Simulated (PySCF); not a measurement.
Isomers of C4H13NSi, one GFN2-xTB conformer each. Single-point energies are computed at PBE0/pcSseg-1 (PySCF, gas phase, no added dispersion term), electronic only.

| SMILES | GFN2-xTB relative energy (kJ/mol) |
| --- | --- |
| CN[C@@H](C)[SiH2]C | 132.4 |
| CCN[SiH2]CC | 29.6 |
| CCCN(C)[SiH3] | 0.0 |
| CN[C@H](C)C[SiH3] | 99.4 |

Conformers: `[CH3:1][NH:2][C@@H:3]([CH3:4])[SiH2:5][CH3:6]` with C1–N2–C3–C4 72°, N2–C3–Si5–C6 58°; `[CH3:1][CH2:2][NH:3][SiH2:4][CH2:5][CH3:6]` with C1–C2–N3–Si4 84°, C2–N3–Si4–C5 180°, N3–Si4–C5–C6 -175°; `[CH3:1][CH2:2][CH2:3][N:4]([CH3:5])[SiH3:6]` with C1–C2–C3–N4 -178°, C2–C3–N4–C5 -74°; `[CH3:1][NH:2][C@H:3]([CH3:4])[CH2:5][SiH3:6]` with C1–N2–C3–C4 -153°, N2–C3–C5–Si6 32°.

Q: What does PBE0/pcSseg-1 give for the same structures?

A: 
```
            SMILES  PBE0/pcSseg-1 E (Eh)  PBE0/pcSseg-1 (kJ/mol)  GFN2-xTB (kJ/mol)  point group
       CCN[SiH2]CC            -504.08971                     0.0               29.6           C1
     CCCN(C)[SiH3]            -504.06851                    55.7                0.0           C1
CN[C@@H](C)[SiH2]C            -504.06402                    67.4              132.4           C1
 CN[C@H](C)C[SiH3]            -504.05595                    88.6               99.4           C1
```

GFN2-xTB puts CCCN(C)[SiH3] lowest instead; measured from each level's own lowest isomer, the values differ by up to 65.0 kJ/mol (CN[C@@H](C)[SiH2]C: 132.4 against 67.4). 

Q: Which frontier levels, dipoles and rotational constants go with these structures?

A: 
```csv
SMILES,"HOMO (eV, PBE0/pcSseg-1)",LUMO (eV),dipole (D),"A, B, C (MHz)"
CCN[SiH2]CC,-6.58,0.92,1.06,"8950, 1075, 1055"
CCCN(C)[SiH3],-6.21,0.80,0.97,"4639, 1507, 1267"
CN[C@@H](C)[SiH2]C,-6.18,1.18,1.08,"3768, 1801, 1328"
CN[C@H](C)C[SiH3],-6.78,1.14,2.48,"3057, 2353, 1650"
```
